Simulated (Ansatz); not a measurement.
One geometry of BrGaH2, SMILES `[GaH2][Br]`, several functionals.

```yaml
crystal:
  periodic: [false, false, false]
  atoms:
    - {symbol: Ga, position_ang: [-0.204197, 0.020143, -0.098148]}
    - {symbol: Br, position_ang: [1.882961, -0.316979, 0.792631]}
    - {symbol: H, position_ang: [-1.323960, -0.909580, 0.453761]}
    - {symbol: H, position_ang: [-0.299304, 1.146116, -1.168643]}
basis:
  gaussian: {orbitals: def2-TZVPP}
hamiltonian: {xc: pbe, dispersion: d4}
output: {forces: true, orbitals: {seedname: orbitals}}
```

```sh
$ ansatz run in.yaml --threads 2 --pin off --events-out ev --progress --plain
```

Output, abridged:

```
Functional definition: PBE
862 factors; their error is unknown
mean field evaluation 1: about -122437.8874 eV, gradient 3.6e1 eV
mean field evaluation 2: about -122436.7219 eV, gradient 5.5e1 eV
mean field evaluation 4: about -122439.4312 eV, gradient 2.0e0 eV
mean field evaluation 8: about -122439.4434 eV, gradient 1.8e-2 eV
mean field evaluation 16: about -122439.4098 eV, gradient 3.1e-5 eV
mean field -122439.40980038 eV, -4499.5653177513 hartree, gradient 3.1e-5 eV, S^2 0.000000; 0 other end points of the search recorded, 0 dependent functions left out
reference -122439.40983439 eV, -4499.5653190012 hartree; 34, 34 occupied and 90, 90 virtual orbitals, 862 factors
Total energy: -122439.47628341 eV, -4499.5677609573 hartree
Atom 0 at    -0.204197     0.020143    -0.098148 Å, force    -0.135294     0.021778    -0.057780 eV/Å
Atom 1 at     1.882961    -0.316979     0.792631 Å, force     0.188582    -0.030527     0.080572 eV/Å
Atom 2 at    -1.323960    -0.909580     0.453761 Å, force    -0.061590    -0.065956     0.044142 eV/Å
Atom 3 at    -0.299304     1.146116    -1.168643 Å, force     0.008303     0.074706    -0.066933 eV/Å
Dipole moment:    -0.317913     0.051344    -0.135664 e Å
```

It took 1.1 s on 2 threads of a server CPU on a shared host, with 0.16 GiB of host memory at the peak.

Changing it to `hamiltonian: {xc: {name: CAM-B3LYP}, dispersion: d4}` and no forces (abridged; 1.5 s):

```
Functional definition: CAM-B3LYP
mean field -122464.69490399 eV, -4500.4945281699 hartree, gradient 3.9e-5 eV, S^2 0.000000
Total energy: -122464.75374490 eV, -4500.4966905336 hartree
```

With the line `hamiltonian: {xc: lda}` and no forces (abridged; 0.55 s):

```
Functional definition: SPW92
mean field -122278.16652729 eV, -4493.6397367598 hartree, gradient 8.0e-5 eV, S^2 0.000000
Total energy: -122278.16655936 eV, -4493.6397379383 hartree
```

With the line `hamiltonian: {xc: {name: wB97M-V}}` (abridged; 4.6 s):

```
Functional definition: wB97M-V
mean field -122451.11832730 eV, -4499.9955981793 hartree, gradient 5.7e-5 eV, S^2 0.000000
Total energy: -122451.11836801 eV, -4499.9955996752 hartree
Atom 0 force    -0.088575     0.014233    -0.037862 eV/Å
Atom 1 force    -0.030226     0.004811    -0.012807 eV/Å
Atom 2 force     0.110519     0.092802    -0.055390 eV/Å
Atom 3 force     0.008281    -0.111846     0.106059 eV/Å
Dipole moment:    -0.361520     0.058387    -0.154273 e Å
```

The same input with `hamiltonian: {xc: r2scan, dispersion: d4}` (abridged; 2 s):

```
Functional definition: r2SCAN
mean field -122457.34610101 eV, -4500.2244646418 hartree, gradient 3.9e-6 eV, S^2 0.000000
Total energy: -122457.35962643 eV, -4500.2249616919 hartree
Atom 0 force    -0.069487     0.011156    -0.029717 eV/Å
Atom 1 force    -0.043952     0.007027    -0.018665 eV/Å
Atom 2 force     0.096360     0.070206    -0.038361 eV/Å
Atom 3 force     0.017078    -0.088389     0.086743 eV/Å
Dipole moment:    -0.339291     0.054797    -0.144787 e Å
```

With the line `hamiltonian: {xc: {name: B3LYP}, dispersion: d4}` (abridged; 1.8 s):

```
Functional definition: B3LYP
mean field -122460.31833111 eV, -4500.3336920831 hartree, gradient 6.0e-5 eV, S^2 0.000000
Total energy: -122460.42860262 eV, -4500.3377444864 hartree
Atom 0 force    -0.227128     0.036615    -0.096988 eV/Å
Atom 1 force     0.218262    -0.035326     0.093245 eV/Å
Atom 2 force     0.010982     0.012264    -0.008285 eV/Å
Atom 3 force    -0.002116    -0.013553     0.012027 eV/Å
Dipole moment:    -0.342529     0.055320    -0.146169 e Å
```

B3LYP takes the VWN-RPA correlation (the form of Gaussian; ORCA's B3LYP/G).
